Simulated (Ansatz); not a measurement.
**Molecular dynamics of C₂H₉BSi₂**

The input (input.yaml):

```yaml
crystal:
  periodic: [false, false, false]
  atoms:
    - { symbol: Si, position_ang: [-1.881949, 1.100926, 0.285395] }
    - { symbol: Si, position_ang: [0.311164, 0.692301, 0.052749] }
    - { symbol: C, position_ang: [1.073202, -0.724327, 1.078425] }
    - { symbol: B, position_ang: [0.70435, -1.496255, -0.224556] }
    - { symbol: C, position_ang: [0.864367, -0.451577, -1.370293] }
    - { symbol: H, position_ang: [-2.345915, 1.987485, -0.754907] }
    - { symbol: H, position_ang: [-2.641568, -0.123349, 0.212402] }
    - { symbol: H, position_ang: [-2.148981, 1.727376, 1.558083] }
    - { symbol: H, position_ang: [1.115018, 1.895499, 0.118217] }
    - { symbol: H, position_ang: [0.665509, -1.057433, 2.034711] }
    - { symbol: H, position_ang: [2.12903, -0.457988, 1.193457] }
    - { symbol: H, position_ang: [-0.044293, -2.399801, -0.261343] }
    - { symbol: H, position_ang: [1.890858, -0.146927, -1.599298] }
    - { symbol: H, position_ang: [0.296308, -0.57523, -2.294239] }
basis:
  gaussian: { orbitals: STO-3G }
hamiltonian:
  xc: pbe0
  dispersion: d4
md:
  timestep: 1.0
  n_steps: 397
  ensemble: nvt_langevin
  temperature: 700.0
  initial_velocities: maxwell_boltzmann
  seed: 114008
  friction: 0.02
  masses: [{ species: H, mass: 2.014 }]
```

Launched with:

```bash
$ ansatz run input.yaml --threads 1 --pin off --max-ram 2048MiB --backend cpu --events-out ev --progress --plain --runs-dir out
```

It starts from a relaxed structure.

Output, in part (step lines, the closing report, with atoms numbered from 0):

```
md step     0: t =     0.00 fs  T =   650.0 K  F+E_penalty+E_count = -18426.48327833 eV  E_kin = 1.176266 eV  (21 SCF iters)
[... lines left out ...]
Total energy: -18425.36893225 eV, -677.1198190967 hartree
Atom 0 at    -1.625816     0.741641     0.071592 Å, force     1.271002    -0.727925     3.144511 eV/Å
Atom 1 at     0.626792     0.761833     0.242892 Å, force    -0.792301    -1.269530    -1.965222 eV/Å
Atom 2 at     1.093253    -0.729920     1.317895 Å, force     0.744014     0.291492    -0.365644 eV/Å
Atom 3 at     0.833525    -1.412519    -0.028507 Å, force     1.656871     1.129094    -2.154008 eV/Å
Atom 4 at     1.380592    -0.435131    -1.148982 Å, force     1.231119     0.193757    -0.111171 eV/Å
Atom 5 at    -2.261731     2.011886     0.325601 Å, force    -0.252083    -0.069021    -0.411978 eV/Å
Atom 6 at    -1.939817     0.000678    -1.082875 Å, force    -0.681026    -0.143578    -0.900171 eV/Å
Atom 7 at    -1.837158    -0.152674     1.290028 Å, force    -0.423858     1.087453    -1.559740 eV/Å
Atom 8 at     1.308739     1.929295     0.656973 Å, force     0.598846     0.733982     0.038566 eV/Å
Atom 9 at     0.330374    -1.104994     1.959823 Å, force    -0.016240     0.132666     2.043612 eV/Å
Atom 10 at     2.107586    -0.424053     1.706786 Å, force    -1.303708    -1.187490    -0.130567 eV/Å
Atom 11 at    -0.083609    -2.027695    -0.355060 Å, force    -0.630646    -0.742610     0.638846 eV/Å
Atom 12 at     2.517113    -0.354659    -1.191781 Å, force    -1.566052     0.305853     0.262755 eV/Å
Atom 13 at     1.006853    -0.512829    -2.214733 Å, force     0.164063     0.265856     1.470212 eV/Å
Dipole moment:    -0.067257     0.389193     0.018748 e Å
```

The steps, from the saved trajectory:

```csv
time (fs),T (K),potential energy less start (eV)
0.0,650,0.000
13.0,565,0.892
26.0,623,0.928
39.0,522,1.195
52.0,635,0.749
65.0,554,0.785
78.0,464,0.918
91.0,387,1.076
104.0,670,0.827
117.0,441,1.074
130.0,569,0.749
143.0,507,0.930
156.0,547,1.445
169.0,612,1.439
182.0,792,1.313
195.0,663,1.091
208.0,545,1.570
221.0,955,0.736
234.0,533,1.496
247.0,866,0.937
260.0,872,1.132
273.0,1096,0.953
286.0,592,1.246
299.0,607,0.839
312.0,700,1.216
325.0,838,0.841
338.0,835,0.893
351.0,738,1.306
364.0,788,1.189
377.0,830,1.031
390.0,869,0.893
```

All steps were run. A run of 0.4 ps of so small a system gives no equilibrium averages. Limits of this set-up: minimal basis.

The same pairs are bonded in the first frame and the last. Pairs count as bonded within 1.25 times the sum of covalent radii (0.12 Å more for H–H).

Last frame:

```xyz
14
Properties=species:S:1:pos:R:3
Si -1.626 0.742 0.072
Si 0.627 0.762 0.243
C 1.093 -0.730 1.318
B 0.834 -1.413 -0.029
C 1.381 -0.435 -1.149
H -2.262 2.012 0.326
H -1.940 0.001 -1.083
H -1.837 -0.153 1.290
H 1.309 1.929 0.657
H 0.330 -1.105 1.960
H 2.108 -0.424 1.707
H -0.084 -2.028 -0.355
H 2.517 -0.355 -1.192
H 1.007 -0.513 -2.215
```

The run took 11 min on 1 thread of Intel(R) Xeon(R) 6975P-C (Granite Rapids), with other jobs on the host, peak memory 0.12 GiB.
